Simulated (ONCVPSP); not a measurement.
antimony (Sb): from the effect back to the setting (ONCV)

Base potential:

```
Element                 : Sb
Generator               : ONCVPSP 4.0.1
Type                    : optimised norm-conserving Vanderbilt (ONCV)
Functional              : PBE
Relativity              : scalar-relativistic
Frozen core             : [Kr]
Valence charge          : 15
Reference configuration : 4d10 5s2 5p3
Partial waves           : 5s: rc 2.00 bohr, ncon 4, nbas 7, qcut 3 1/bohr, 2 projectors, debl 0.7 Ha; 5p: rc 2.05 bohr, ncon 4, nbas 8, qcut 3.5 1/bohr, 2 projectors, debl 3 Ha; 4d: rc 1.45 bohr, ncon 4, nbas 8, qcut 9.1 1/bohr, 3 projectors, debl 1.9 Ha
Local potential         : polynomial inside 1.30 bohr (lpopt 5, dvloc0 3 Ha)
Core correction         : none
```

Cutoffs, loose and tight: the cutoffs (Ha) at which the residual kinetic energy of the hardest occupied pseudo-wave falls to 1 and 0.1 mHa per electron. They do not see the model core or the augmentation charge, which bear on the density cutoff. Test errors are all-electron minus pseudo excitation energies from the reference, over the configurations 4d10 5s2 5p2; 4d10 5s2 5p1; 4d10 5s2 5p0; 4d10 5s1 5p0; variants that change the core or the reference have their own tests.

Only the scale of all radii (base = 1) is moved (1 further runs of the sweep failed or gave no value and are left out):

| scale of all radii (base = 1) | cutoff, loose | cutoff, tight | bound ghosts | largest test error (meV) |
| --- | --- | --- | --- | --- |
| 0.85 | 41 Ha | 126 Ha | s, d | +51 |
| 0.96 | 37 Ha | 50 Ha | s | +58 |
| 1.11 | 34 Ha | 38 Ha | none | +39 |
| 1.22 | 31 Ha | 35 Ha | none | -16 |
| 1.31 | 30 Ha | 33 Ha | none | -82 |

**Question.** One more run gave cutoff, loose: 35 Ha; cutoff, tight: 40 Ha; bound ghosts: none; largest test error (meV): +54. Which value of the scale of all radii (base = 1) was used?

**Answer.** 1.05. The tight cutoff moves one way along this sweep, from 126 Ha at 0.85 to 33 Ha at 1.31, which places the run between 0.96 and 1.11.
